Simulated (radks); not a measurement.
Question: Species: Mg3+. Configuration: [He] 2s2 2p5. Method: non-relativistic Kohn-Sham, revPBE, spin-polarised, spherical densities, point nucleus; open shells are filled with parallel spins first; computed with a radial shooting solver on a logarithmic mesh with Libxc functionals. Some entries of the table are withheld. Estimate them.

orbital  occ.  eigenvalue (hartree)  <1/r> (bohr^-1)  r(max) (bohr)
1s up       1                   (1)            11.59        0.08536
1s down     1                   (2)            11.60        0.08533
2s up       1              -4.77619            2.177         0.5379
2s down     1              -4.67998            2.161         0.5397
2p up       3              -3.58212              (3)            (4)
2p down     2              -3.47745              (5)            (6)

Answer: 
(1) 1s up eigenvalue (hartree): -48.34460
(2) 1s down eigenvalue (hartree): -48.30045
(3) 2p up <1/r> (bohr^-1): 2.065
(4) 2p up r(max) (bohr): 0.4637
(5) 2p down <1/r> (bohr^-1): 2.048
(6) 2p down r(max) (bohr): 0.4670
